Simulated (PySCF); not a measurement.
C₂H₃FSi, SMILES C#C[SiH2]F.

Coordinates come from a PBE0-D3(BJ)/def2-SVP optimisation.

Computed with TDA-B3LYP/def2-SVPD in PySCF 2.14.0.

Vertical excitations.  State labels are in the subgroup Cs.

```tsv
state	symmetry	energy (eV)	λ (nm)	f	main pairs
S1	A"	5.67	219	0.000	HOMO→LUMO 96 %
S2	A'	6.07	204	0.002	HOMO−1→LUMO 56 %, HOMO→LUMO+1 42 %
S3	A"	6.30	197	0.000	HOMO−1→LUMO+1 98 %
S4	A"	7.58	164	0.005	HOMO−2→LUMO 96 %
S5	A"	7.86	158	0.008	HOMO→LUMO+2 98 %
S6	A'	8.05	154	0.084	HOMO−1→LUMO+2 90 %
S7	A'	8.23	151	0.391	HOMO−1→LUMO+5 25 %, HOMO→LUMO+1 22 %, HOMO−1→LUMO 19 %, HOMO−2→LUMO+1 9 %
S8	A'	8.28	150	0.055	HOMO−3→LUMO 88 %
S9	A"	8.35	149	0.001	HOMO→LUMO+3 80 %
S10	A"	8.45	147	0.001	HOMO→LUMO+5 71 %, HOMO→LUMO+3 12 %, HOMO→LUMO+4 11 %
T1	A'	4.82	257	0	HOMO−1→LUMO 63 %, HOMO→LUMO+1 27 %
T2	A"	5.17	240	0	HOMO→LUMO 76 %, HOMO−1→LUMO+1 18 %
T3	A'	5.29	235	0	HOMO→LUMO+1 67 %, HOMO−1→LUMO 28 %
T4	A"	5.98	207	0	HOMO−1→LUMO+1 79 %, HOMO→LUMO 19 %
```
Triplets are in the Tamm–Dancoff approximation.
